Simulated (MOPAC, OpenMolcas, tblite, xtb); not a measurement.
# A ladder of methods for SiH2Br2 (dibromosilane)

The species is SiH2Br2 (5 atoms), meant as a singlet with charge 0. As SMILES, `Br[SiH2]Br`. The shape is that of a GFN2-xTB optimisation.

Quantity: the dipole moment, in D. The values are calculated.

```tsv
level	kind	program	value (D)
PM6	semi-empirical	MOPAC	1.73
IPEA1-xTB	semi-empirical	tblite	1.97
GFN2-xTB	semi-empirical	xtb	4.96
GFN0-xTB	semi-empirical	xtb	2.02
HF/ANO-RCC-MB (DKH2)	Hartree–Fock	OpenMolcas	2.14
MN15/cc-pVDZ	hybrid meta-GGA	OpenMolcas	1.40
MN15/aug-cc-pVDZ	hybrid meta-GGA	OpenMolcas	1.39
MN15/cc-pVTZ	hybrid meta-GGA	OpenMolcas	1.35
MN15/aug-cc-pVTZ (RICD fitting)	hybrid meta-GGA	OpenMolcas	1.35
```

All-electron rows without a relativistic Hamiltonian named are non-relativistic. The values span 1.35 to 4.96 D. Magnitudes only.
